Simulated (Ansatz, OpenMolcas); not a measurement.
**A ladder of methods for C2H5FSi (SMILES F/C=C/[SiH3])**

The species is C2H5FSi (9 atoms), meant as a singlet with charge 0. SMILES: `F/C=C/[SiH3]`. The shape is that of a PBE0-D4/def2-TZVP optimisation.

Each level gives the vertical energy of the triplet above the singlet (eV). The values are calculated.

```tsv
level	kind	program	value (eV)	less CCSD(T)/cc-pVDZ	CPU time (all runs)
SVWN5/cc-pVDZ	LDA	Ansatz	4.73	+0.04	9.9 s
TPSS/cc-pVDZ	meta-GGA	OpenMolcas	4.41	-0.28	3.3 min
BHLYP/cc-pVDZ	global hybrid	Ansatz	4.31	-0.38	22 s
M06-2X/cc-pVDZ	hybrid meta-GGA	OpenMolcas	4.67	-0.02	2.9 min
CAM-B3LYP/cc-pVDZ	range-separated hybrid	Ansatz	4.43	-0.26	23 s
PBE-QIDH/cc-pVDZ	double hybrid	Ansatz	4.48	-0.21	26 s
RPA@PBE/cc-pVDZ	RPA	Ansatz	4.72	+0.03	28 s
MP2/cc-pVDZ	perturbation theory	Ansatz	4.84	+0.15	6.9 s
CCSD(T)/cc-pVDZ	coupled cluster or CI	Ansatz	4.69	0.00	93 s
```

CCSD(T)/cc-pVDZ is the highest level here, not the true value. The values span 4.31 to 4.84 eV. Times are those of the runs behind each value, whatever else they computed, on shared processors of several kinds: orders of magnitude only.
